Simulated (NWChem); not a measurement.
System: SiHF, singlet; SMILES F[SiH]

NWChem input:

```
start job
memory heap 200 mb stack 900 mb global 1100 mb
geometry units angstroms noautosym nocenter noautoz
  Si     0.100090     0.585904     0.000000
  H     -1.450034     0.804208     0.000000
  F      0.069099    -1.066693     0.000000
end
basis spherical
  * library def2-svp
end
dft
  xc b3lyp
  iterations 150
end
cosmo
  do_cosmo_smd true
  solvent cychexon
end
task dft energy
```

NWChem printed, in part:

```
             Northwest Computational Chemistry Package (NWChem) 7.3.0
             --------------------------------------------------------

                             Geometry "geometry" -> ""
                             -------------------------

 Output coordinates in angstroms (scale by  1.889725989 to convert to a.u.)

  No.       Tag          Charge          X              Y              Z
 ---- ---------------- ---------- -------------- -------------- --------------
    1 Si                  14.0000     0.10009000     0.58590400     0.00000000
    2 H                    1.0000    -1.45003400     0.80420800     0.00000000
    3 F                    9.0000     0.06909900    -1.06669300     0.00000000

 Effective nuclear repulsion energy (a.u.)      47.0480779791

                                 NWChem DFT Module
                                 -----------------

 Summary of "ao basis" -> "ao basis" (spherical)
 ------------------------------------------------------------------------------
       Tag                 Description            Shells   Functions and Types
 ---------------- ------------------------------  ------  ---------------------
 Si                         def2-svp                 8       18   4s3p1d
 H                          def2-svp                 3        5   2s1p
 F                          def2-svp                 6       14   3s2p1d

 in cosmo_initialize ...
 calling solv_data for solv:cychexon

 solvent parameters
 solvname_short: cychexon
 solvname_long:  cyclohexanone
 dielec:       15.6190
 dielecinf:     2.1045
 nonaqueous SMD model solvent descriptors
 dielec:       15.6190
 sola:          0.0000
 solb:          0.5600
 solc:          0.0000
 solg:         49.7600
 solh:          0.0000
 soln:          1.4507

          ---------------
          -cosmo- solvent
          ---------------
 Cosmo: York-Karplus, doi: 10.1021/jp992097l
 dielectric constant -eps-     =  15.62
 screen = (eps-1)/(eps    )    =   0.93598
 surface charge correction     = lagrangian

   van der Waals surface
 --------------------------

[...]

                                COSMO-SMD solvation results
                                ---------------------------

             internal energy in gas <Psi(g)|H|Psi(g)> =      -389.773443862901
         internal energy in solvent <Psi(s)|H|Psi(s)> =      -389.773181715869
                               delta internal energy  =         0.000262147032 (    0.16 kcal/mol)
   total free energy in solvent <Psi(s)|H+V/2|Psi(s)> =      -389.777084789026
 polarization energy contribution <Psi(s)|V/2|Psi(s)> =        -0.003903073157 (   -2.45 kcal/mol)
    total free energy in solvent including G(SMD-CDS) =      -389.776934535019
                       G(SMD-CDS) energy contribution =         0.000150254007 (    0.09 kcal/mol)
     1 M fixed-concentration free energy of solvation =        -0.003490672118 (   -2.19 kcal/mol)

                       DFT Final Molecular Orbital Analysis
                       ------------------------------------

 Vector   10  Occ=2.000000D+00  E=-4.348139D-01
              MO Center=  7.0D-02, -9.7D-01,  1.1D-09, r^2= 6.3D-01
   Bfn.  Coefficient  Atom+Function         Bfn.  Coefficient  Atom+Function
  ----- ------------  ---------------      ----- ------------  ---------------
    29      0.634350  3 F  pz                32     -0.442342  3 F  pz
    13     -0.111685  1 Si pz                10     -0.104584  1 Si pz
    15      0.065719  1 Si d -1               7      0.060160  1 Si pz

 Vector   11  Occ=2.000000D+00  E=-4.007678D-01
              MO Center= -2.9D-01,  1.0D-01, -5.8D-09, r^2= 2.2D+00
   Bfn.  Coefficient  Atom+Function         Bfn.  Coefficient  Atom+Function
  ----- ------------  ---------------      ----- ------------  ---------------
     3      0.367370  1 Si s                 28      0.343730  3 F  py
    27     -0.293495  3 F  px                19      0.248439  2 H  s
    31     -0.231621  3 F  py                 2      0.224996  1 Si s
    30      0.207743  3 F  px                 4      0.192124  1 Si s
     9      0.179798  1 Si py                20      0.125347  2 H  s

 Vector   12  Occ=2.000000D+00  E=-2.483523D-01
              MO Center=  5.3D-02,  7.2D-01, -1.5D-08, r^2= 2.4D+00
   Bfn.  Coefficient  Atom+Function         Bfn.  Coefficient  Atom+Function
  ----- ------------  ---------------      ----- ------------  ---------------
     4      0.390596  1 Si s                  3      0.388144  1 Si s
    19     -0.300809  2 H  s                 20     -0.301625  2 H  s
     8      0.292895  1 Si px                11      0.245279  1 Si px
     2      0.230321  1 Si s                 27      0.192228  3 F  px
     5     -0.152770  1 Si px                30     -0.153395  3 F  px

 Vector   13  Occ=0.000000D+00  E=-9.751515D-02
              MO Center=  8.4D-02,  5.8D-01,  1.1D-08, r^2= 2.5D+00
   Bfn.  Coefficient  Atom+Function         Bfn.  Coefficient  Atom+Function
  ----- ------------  ---------------      ----- ------------  ---------------
    13      0.694635  1 Si pz                10      0.427440  1 Si pz
     7     -0.221683  1 Si pz                29      0.209259  3 F  pz
    32     -0.190193  3 F  pz                15      0.035782  1 Si d -1

[...]
```

Level: B3LYP/def2-SVP, SMD on the gas-phase geometry. Low-valent species are run as closed-shell singlets; no triplet was tried in these runs. Coordinates come from a PBE-D3(BJ)/def2-SVP optimisation. Solvent: cyclohexanone.
